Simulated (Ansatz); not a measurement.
A series at Ga: from `[I][Ga]([I])[I]`, ligands are replaced one by one, each step taking up H₂ and setting free HI; n counts the steps. Ansatz, PBE0-D4/def2-TZVP geometries.

```json
{"n": "0", "molecule": "`[I][Ga]([I])[I]`", "HOMO energy, ωB97M-V/def2-TZVPP (eV)": "?"}
{"n": "1", "molecule": "`[I][GaH][I]`", "HOMO energy, ωB97M-V/def2-TZVPP (eV)": "-9.77"}
{"n": "2", "molecule": "`[GaH2][I]`", "HOMO energy, ωB97M-V/def2-TZVPP (eV)": "-9.58"}
{"n": "3", "molecule": "`[GaH3]`", "HOMO energy, ωB97M-V/def2-TZVPP (eV)": "-10.83"}
```

Q: By hand: fit a straight line y = ȳ + b (n − n̄) to the 3 given rows and predict n = 0.

A: n̄ = 2.000, ȳ = -10.060; Σ(n − n̄)(y − ȳ) = -1.060, Σ(n − n̄)² = 2.000, so b = -0.530 eV a step. Prediction: -10.060 + (-0.530) × (-2.000) = -9.00 eV.

Q: By hand: compare with the computed value, -9.88 eV, and give the steps along the whole series.

A: The line misses by -0.88 eV (computed minus predicted). Steps: 0.11, 0.19, -1.25 eV.

The steps change sign along the series, so a line is a poor guide. The highest orbital can change its character along such a series. The miss is 70.4 % of the series' range.

Spin–orbit coupling is left out; it splits and shifts lone-pair levels of the heavy atoms by tenths of an eV.
